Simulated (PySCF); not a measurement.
B2F3, SMILES FB([B]F)F (connectivity only; charge and spin as stated), charge +1, multiplicity 1. Geometry optimised at PBE0-D3(BJ)/def2-SVP. The multiplicity is an assumed one; other spin states were not compared. The isomer is the one that the SMILES or the coordinates give; other isomers of the formula were not compared. One conformer was computed; it need not be the lowest.

Level of theory: PBE0-D3(BJ)/def2-SVP run with PySCF 2.14.0.

Harmonic wavenumbers (cm⁻¹): 126, 247, 367, 466, 587, 620, 1230, 1647, 1780. Rotational constants (GHz): 9.970, 2.849, 2.216; symmetry number 2.

Q: Work out the zero-point energy and the ideal-gas rigid-rotor harmonic-oscillator thermochemistry at 298.15 K and 1 atm.

A: ZPE = ½ Σ hcν = ½ × 7070 cm⁻¹ = 42.29 kJ/mol. H − E(el) = 57.73 kJ/mol. Entropy in J/(mol K): translation 163.18, rotation 103.18, vibration 31.50, total 297.86. G − E(el) = -31.08 kJ/mol. Cp = 70.36 J/(mol K). Modes under 150 cm⁻¹ make the vibrational entropy uncertain.
